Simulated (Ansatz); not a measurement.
Ideal-gas functions of C2BrF3 (`FC(F)=C(F)Br`) at 600 K and 1 bar, from an Ansatz frequency run at PBE0-D4/def2-TZVP.

Molar mass 160.92 g/mol, point group Cs (symmetry number 1), electronic degeneracy 1, moments of inertia 116.561, 353.701, 470.262 u Å². Harmonic wavenumbers (cm⁻¹, unscaled): 159, 163, 318, 373, 374, 519, 593, 685, 1056, 1237, 1367, 1855.

Use S(trans) = R[1.5 ln M + 2.5 ln T − 1.1517]; rotational temperatures θ = 24.2544 K / I; S(rot) = R[ln(√π/σ · √(T³/θAθBθC)) + 1.5]; for each mode x = 1.438777 ν̃/T, S = R[x/(eˣ − 1) − ln(1 − e⁻ˣ)] and H = RT x/(eˣ − 1); 1 cm⁻¹ = 0.0119627 kJ/mol; R = 8.31446 J/(mol·K).

Problem. By hand: the entropy, in J/(mol·K).

Solution. Translation 186.8. Rotation: θ = 0.2081, 0.0686, 0.0516 K, giving 127.0. Vibration, mode by mode: 16.38, 16.18, 10.77, 9.51, 9.49, 7.01, 6.05, 5.06, 2.51, 1.78, 1.39, 0.54, in all 86.7. Electronic 0.0. Sum 400.5 J/(mol·K).

Problem. By hand: H − E and G − E in kJ/mol, counted from the electronic energy.

Solution. Zero-point energy ½ × 8699 × 0.0119627 = 52.0; thermal vibration 27.2; translation, rotation and pV give 4 RT = 20.0. H − E = 99.2 kJ/mol, and G − E = 99.2 − 600 × 400.5/1000 = -141.1 kJ/mol.

Vibration gives 22 % of the entropy.
